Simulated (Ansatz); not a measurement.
`O=C(Cl)C(F)(F)F` + H₂O → `O=C(O)C(F)(F)F` + HCl at 298.15 K and 1 bar (formal hydrolysis of a C–Cl bond).

Computed with Ansatz on PBE0-D4/def2-TZVP structures; ΔE is electronic, products minus reactants. CCSD(T)/CBS is the MP2 limit (def2-TZVPP, def2-QZVPP) plus CCSD(T) − MP2 in def2-TZVPP, frozen cores. This one scheme is used for every species. One conformer a species, not always the lowest.

```json
{"species": "`O=C(Cl)C(F)(F)F`", "CCSD(T)/CBS energy (Eh)": "-910.41407", "H − E (kJ/mol)": "84.6", "S (J/(mol·K))": "344.7"}
{"species": "H₂O", "CCSD(T)/CBS energy (Eh)": "-76.37941", "H − E (kJ/mol)": "66.4", "S (J/(mol·K))": "188.7"}
{"species": "`O=C(O)C(F)(F)F`", "CCSD(T)/CBS energy (Eh)": "-526.42912", "H − E (kJ/mol)": "122.4", "S (J/(mol·K))": "338.3"}
{"species": "HCl", "CCSD(T)/CBS energy (Eh)": "-460.38127", "H − E (kJ/mol)": "26.6", "S (J/(mol·K))": "186.8"}
```

H − E and S are ideal-gas, rigid-rotor, harmonic terms from PBE0-D4/def2-TZVP, for one conformer and one mirror image of each species. 1 Eh = 2625.50 kJ/mol, R = 8.31446 J/(mol·K).

Task: By hand: ΔE, ΔH, ΔS and ΔG.

Result: ΔE = (-526.42912) + (-460.38127) − (-910.41407) − (-76.37941) = -0.01691 Eh = -44.4 kJ/mol. Δ(H − E) = 122.4 + 26.6 − 84.6 − 66.4 = -2.0, so ΔH = -46.4 kJ/mol. ΔS = 338.3 + 186.8 − 344.7 − 188.7 = -8.3 J/(mol·K). ΔG = -46.4 − 298.15 × (-8.3)/1000 = -43.9 kJ/mol.

Task: By hand: the equilibrium constant, and the temperature at which ΔG would vanish if ΔH and ΔS stayed fixed.

Result: log₁₀ K = −ΔG/(RT ln 10) = 7.7. ΔG = 0 at ΔH/ΔS = 5590 K, far beyond where these terms or the molecules hold.

The number of gas molecules stays the same, so ΔS is small and ΔH decides. A doubt of 5 kJ/mol in ΔE shifts log₁₀ K by 0.9 here. Other conformers and mirror images would add mixing entropy, several J/(mol·K) or more a flexible species. Modes under 60 cm⁻¹, often nearly free rotors, make the harmonic entropy too high. These are equilibria of isolated gas molecules and say nothing of rates. Largest T1 diagnostic: 0.014 (customary marks: 0.02 for closed shells, 0.045 for open ones).
